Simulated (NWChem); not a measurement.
Species: CH5Si, doublet; SMILES C[SiH2]

Computed with NWChem. Spin-unrestricted. In the optimisation the excess spin sits in a' (Cs, its own frame). The geometry was optimised at PBE0/def2-SVP, spin-unrestricted. No stability test was run on the SCF state. Vertical excitations in the gas phase. Excited states of an open shell can be spin-contaminated.

### Question
Predict the results for LRC-wPBEh/def2-SVP, TDA. Quantities: lowest excitation (eV); lowest state with f > 0.02 (eV); lowest empty minus highest occupied level, either spin (eV).

### Answer
The lowest excitation (eV) comes out as 5.37 and the lowest state with f > 0.02 (eV) is 5.37. The lowest empty minus highest occupied level, either spin (eV) is 7.46.
